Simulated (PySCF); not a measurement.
# How the method changes the constants of LiCa⁻

State: ¹Σ⁺ (singlet), closed shell. Set-up: Li def2-SVPD, Ca def2-SVPD; no relativity (PySCF 2.14). De refers to Li⁻ + Ca in their ground configurations, without counterpoise correction. A positive dipole points towards Ca; it is taken about the centre of mass and depends on that origin.

```
      Level  Re (Å)  ωe (cm⁻¹)  De (eV)  μ (D)
    RHF-MP2   3.864        144      n/a    n/a
RHF-SCS-MP2   3.886        141      n/a    n/a
   RHF-CCSD   3.826        149    0.467    n/a
RHF-CCSD(T)   3.791        155     0.53    n/a
        LDA   3.646        164     0.74   5.78
        PBE   3.716        157     0.68   5.78
     revPBE   3.764        152     0.64   5.86
       PW91   3.708        157     0.69   5.79
     r²SCAN   3.751        158      n/a   5.40
       PBE0   3.755        155     0.63   5.48
```

The bond length runs from 3.646 Å (LDA) to 3.886 Å (RHF-SCS-MP2). De spans 0.47 eV (RHF-CCSD, coupled cluster) to 0.74 eV (LDA, local density).

Correlated steps freeze 5 core orbitals. Closed-shell solutions of metal pairs were not tested for spin polarisation, which can lower them a little. Correlated levels converge slowly with the basis: in double zeta they bind strong bonds too weakly, by up to about 1 eV, and carry superposition errors of some tenths. For an ion De counts to the pair picked by the measured ionisation energies or electron affinities, which need not be the lowest pair at this level. The highest Kohn–Sham level is positive in this anion. Much of that is self-interaction error, but it also means that the finite basis helps to hold the extra electron.
